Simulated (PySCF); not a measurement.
Magnetisability: `C=C/C=C/C=C\O[SiH3]`, C6H10OSi

Molfile (atoms numbered from 1):
```
C6H10OSi
     RDKit          3D

 18 17  0  0  0  0  0  0  0  0999 V2000
    3.5356    1.0620   -0.9649 C   0  0  0  0  0  0  0  0  0  0  0  0
    2.2719    0.9541   -0.5572 C   0  0  0  0  0  0  0  0  0  0  0  0
    1.4219   -0.1624   -0.8684 C   0  0  0  0  0  0  0  0  0  0  0  0
    0.1526   -0.2739   -0.4369 C   0  0  0  0  0  0  0  0  0  0  0  0
   -0.6933   -1.3900   -0.7375 C   0  0  0  0  0  0  0  0  0  0  0  0
   -1.9520   -1.5908   -0.3205 C   0  0  0  0  0  0  0  0  0  0  0  0
   -2.7145   -0.8247    0.4637 O   0  0  0  0  0  0  0  0  0  0  0  0
   -2.6873    0.5697    1.2955 Si  0  0  0  0  0  4  0  0  0  0  0  0
    3.9992    0.2989   -1.5685 H   0  0  0  0  0  0  0  0  0  0  0  0
    4.1479    1.9099   -0.7108 H   0  0  0  0  0  0  0  0  0  0  0  0
    1.8317    1.7352    0.0505 H   0  0  0  0  0  0  0  0  0  0  0  0
    1.8515   -0.9461   -1.4794 H   0  0  0  0  0  0  0  0  0  0  0  0
   -0.2632    0.5161    0.1733 H   0  0  0  0  0  0  0  0  0  0  0  0
   -0.2687   -2.1579   -1.3692 H   0  0  0  0  0  0  0  0  0  0  0  0
   -2.4820   -2.4878   -0.6270 H   0  0  0  0  0  0  0  0  0  0  0  0
   -2.5104    1.7114    0.3953 H   0  0  0  0  0  0  0  0  0  0  0  0
   -1.6310    0.5663    2.3098 H   0  0  0  0  0  0  0  0  0  0  0  0
   -4.0185    0.5163    1.8814 H   0  0  0  0  0  0  0  0  0  0  0  0
  1  2  2  0
  2  3  1  0
  3  4  2  0
  4  5  1  0
  5  6  2  0
  6  7  1  0
  7  8  1  0
  1  9  1  0
  1 10  1  0
  2 11  1  0
  3 12  1  0
  4 13  1  0
  5 14  1  0
  6 15  1  0
  8 16  1  0
  8 17  1  0
  8 18  1  0
M  END
```

Computed, not measured: PySCF 2.14.0, GIAO B3LYP/pcSseg-1 magnetisability, rotational g tensor and spin-rotation constants, non-relativistic, gas phase. Geometry: GFN2-xTB.

(1) How diamagnetic is it, and how anisotropic?

(2) Split it along the inertial axes a, b, c into diamagnetic and paramagnetic parts about the centre of mass, with the quadrupole moment.

(3) And the rotational g tensor?

Answers

(1) Isotropic -1122 × 10⁻³⁰ J/T², or -67.6 × 10⁻⁶ cm³/mol; principal values -1304, -1073, -989 × 10⁻³⁰ J/T², anisotropy 282 × 10⁻³⁰ J/T² (root of half the summed squared differences of the principal values). The susceptibility is in cgs units.

(2) 
| axis | χ (10⁻⁶ cm³/mol) | diamagnetic (10⁻⁶ cm³/mol) | paramagnetic (10⁻⁶ cm³/mol) | summed x² of all electrons (Å²) | quadrupole Θ (D Å) |
| --- | --- | --- | --- | --- | --- |
| a | -63.1 | -459.9 | 396.8 | 419.3 | -0.85 |
| b | -61.1 | -1846.0 | 1784.9 | 92.6 | +8.18 |
| c | -78.5 | -2172.0 | 2093.5 | 15.8 | -7.33 |

Anisotropies 2χaa − χbb − χcc = +13.4 and 2χbb − χaa − χcc = +19.3 × 10⁻⁶ cm³/mol. Θ is traceless in Buckingham's convention.

(3) 
```
axis  rotational constant (GHz)        g  nuclear part  electronic part
   a                     3.6213  -0.0630        0.6121          -0.6751
   b                     0.6877  -0.0143        0.5623          -0.5767
   c                     0.5819  -0.0049        0.5674          -0.5723
```
Asymmetric top; isotopes 12C, 1H, 16O, 28Si; no vibrational averaging.
